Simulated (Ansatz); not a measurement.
Mulliken charges of GeH5SSi, SMILES `[SiH2][S][GeH3]` radical from ωB97M-V/def2-TZVPP in Ansatz (PBE0-D4/def2-TZVP geometry).

| atom | x (Å) | y (Å) | z (Å) | charge (e) |
| --- | --- | --- | --- | --- |
| Si1 | -0.878 | 1.488 | -0.662 | 0.095 |
| S2 | 1.045 | 0.591 | -0.762 | -0.279 |
| Ge3 | 0.740 | -1.018 | 0.753 | 0.092 |
| H4 | -1.959 | 0.476 | -0.856 | -0.009 |
| H5 | -0.926 | 2.514 | -1.740 | -0.002 |
| H6 | 0.539 | -0.392 | 2.139 | 0.031 |
| H7 | 2.020 | -1.861 | 0.710 | 0.038 |
| H8 | -0.487 | -1.855 | 0.363 | 0.035 |

Problem. By hand: the dipole of these point charges (1 e Å = 4.8032 D).

Solution. Σ q r = (-0.211, -0.274, 0.336) e Å, of length 0.482 e Å = 2.32 D.

Problem. How does the dipole of the full density compare? (An estimate is asked.)

Solution. The calculation gave: (-0.084, -0.160, 0.192) e Å, 1.27 D; the point charges give 1.83 times that, at 7° from its direction.

Point charges leave out the atoms' own dipoles, such as those of lone pairs, and Mulliken's split depends on the basis, so the two needn't agree.
